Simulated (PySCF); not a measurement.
Computed IR spectrum (relative IR intensity) of a molecule CH4ClFOSi2. Geometry: PBE-D3(BJ)/def2-SVP. The values are those of a single conformer. Computed with PBE-D3(BJ)/def2-SVP run with PySCF. Frequencies are harmonic and unscaled.

Lines under 2 % of the strongest are left out, and lines within 2 cm⁻¹ are merged.

ν (cm⁻¹): 91 (w), 245 (w), 329 (w), 542 (m), 618 (m), 648 (w), 691 (w), 783 (vs), 809 (w), 845 (s), 884 (s), 903 (m), 924 (s), 1675 (m), 2164 (m), 2178 (m), 2195 (m), 2199 (m) (against the strongest line: vs over 80 %, s over 45 %, m over 15 %, w over 4 %, vw less)

Identify the compound among the candidates.
(A) O=C([SiH2]F)[SiH2]Cl
(B) F[Si@H]1OC[Si@@H]1Cl
(C) O=C[Si@H](F)[SiH2]Cl
(D) O=C[Si@@H](Cl)[SiH2]F

A, O=C([SiH2]F)[SiH2]Cl
